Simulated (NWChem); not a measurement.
Species: ethyl methyl carbonate (C₄H₈O₃); SMILES O=C(OCC)OC

```xyz
15

C     -0.4347     3.0147     0.0000
C      0.4246     1.7774     0.0000
O     -0.4394     0.6430     0.0000
C      0.1629    -0.5391     0.0000
O      1.3512    -0.7256     0.0000
O     -0.7683    -1.4876     0.0000
C     -0.2790    -2.8149     0.0000
H     -1.0794     3.0458     0.8904
H      0.1992     3.9133     0.0000
H     -1.0794     3.0458    -0.8904
H      1.0790     1.7311    -0.8855
H      1.0790     1.7311     0.8855
H     -1.1611    -3.4659     0.0000
H      0.3342    -3.0107    -0.8922
H      0.3342    -3.0107     0.8922
```
Atoms are numbered in this order, from 1.

Computed with NWChem. Pople sets run with spherical d functions. The geometry was optimised at PBE0/def2-SVP. B3LYP is NWChem's, with the RPA form of VWN correlation. Atomic charges in e: unrestrained fits to the electrostatic potential beside Mulliken populations; buried atoms are poorly determined by the fit.

For level B3LYP/def2-SVP:

| Property | Result |
|---|---|
| Mulliken C1 | 0.00 |
| Mulliken C2 | 0.18 |
| Mulliken O3 | -0.29 |
| ESP C4 | 1.03 |
| Mulliken C4 | 0.28 |
| Mulliken O5 | -0.27 |

Q: Estimate the same quantities for level Hartree-Fock/6-31G*.

A: 
* **Mulliken C1**: -0.51
* **Mulliken C2**: 0.00
* **Mulliken O3**: -0.65
* **ESP C4**: 1.16
* **Mulliken C4**: 1.12
* **Mulliken O5**: -0.62
